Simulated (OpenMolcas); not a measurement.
An OpenMolcas run meant for Kr IV (ANO-R1, X2C; inactive shells 1s 2s 2p 3s 3p 3d 4s; intended active space 3 electrons in 3 orbitals (4p)). One step of its input:

```
&RASSCF
FileOrb=start.orb
Symmetry=2
Spin=4
nActEl=3 0 0
Inactive=9 6
Ras2=0 3
CIRoot=4 4 1
SDav=1
CIMx=300
Iter=50 100
PrWF=0.3
OrbListing=Nothing
MaxOrb=0
Atom
>>> COPY $Project.JobIph JOB001
```

Lines from the output:

```
...
      Number of secondary orbitals              21
      Spin quantum number                      1.5
      State symmetry                             2
Orbital specifications:
      -----------------------

      Symmetry species                           1   2
                                                ag  au
      Frozen orbitals                            0   0
      Inactive orbitals                          9   6
      Active orbitals                            0   3
      RAS1 orbitals                              0   0
      RAS2 orbitals                              0   3
      RAS3 orbitals                              0   0
      Secondary orbitals                        11  10
      Deleted orbitals                           0   0
      Number of basis functions                 20  19
      Number of CSFs                             1
      Number of root(s) required                 4
 ************ ERROR ***********
  You can't ask for more roots
  than there are configurations
 ******************************
--- Stop Module: rasscf at  /rc=_RC_INPUT_ERROR_ ---
.####################.
.# User input error #.
.####################.
```

Task: What is wrong with the input?

Result: CIRoot asks for more roots than the active space has configuration state functions.
